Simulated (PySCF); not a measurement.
Stepwise substitution at one centre (Ga F-Br). Isolated molecules, 0 K electronic values unless said otherwise. Strings in code marks are SMILES.

The S1 excitation (TDA) from two functionals at the same geometries (PBE0-D4/def2-TZVP), both in PySCF: PBE-D3(BJ)/def2-TZVP and B3LYP-D3(BJ)/def2-TZVP. B3LYP has the VWN-RPA correlation part, as in Gaussian. Excitations are Tamm–Dancoff values on a coarser integration grid. The basis has no diffuse functions, so Rydberg states are missing or too high.

| species | PBE-D3(BJ)/def2-TZVP (eV) | B3LYP-D3(BJ)/def2-TZVP (eV) |
|---|---|---|
| 0 of 3 F replaced by Br (`[F][Ga]([F])[F]`) | 6.43 | 7.22 |
| 1 of 3 F replaced by Br | 5.10 | 5.47 |
| 2 of 3 F replaced by Br (`[F][Ga]([Br])[Br]`) | 4.79 | 5.19 |
| 3 of 3 F replaced by Br (`[Br][Ga]([Br])[Br]`) | 4.47 | 4.90 |

Over these rows, drawn at random from the members with no instability flagged (it was tested for open shells, ions and some series alone), PBE minus B3LYP-D3(BJ): mean -0.50 eV, from -0.79 eV to -0.37 eV.
